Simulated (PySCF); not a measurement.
Molecule: sum formula SiN$_{2}$H$_{4}$Br, net charge 0, doublet state. It need not be the lowest isomer of its formula. 
Geometry from a B3LYP-D3(BJ)/def2-TZVP (Ansatz) optimisation:
```
Si
N 1 1.7083
H 2 1.0072 1 121.03
H 2 1.0107 3 112.31 1 153.40
N 1 1.7162 2 105.59 3 -168.58
H 5 1.0081 1 120.24 2 -159.91
H 5 1.0093 6 112.20 1 148.86
Br 1 2.2894 2 116.98 3 76.08
```
Charge 0, spin multiplicity 2.

Dispersion corrections to the total energy (kcal/mol) from the dftd3 and dftd4 libraries through PySCF: D3(BJ) without and D4 with the three-body term, each with the damping fitted for the functional named.

```
functional  D3(BJ)      D4
----------  ------  ------
PBE          -4.46     ___
B3LYP        -8.30   -7.40
revPBE      -10.85  -12.78
TPSSh        -5.39   -5.51
CAM-B3LYP    -3.91     ___
HSE06        -3.29   -3.60
PW6B95         ___   -3.86
```

Task: Complete the blanks.

Result: 
- PBE, D4: -4.52
- CAM-B3LYP, D4: -3.93
- PW6B95, D3(BJ): -2.70
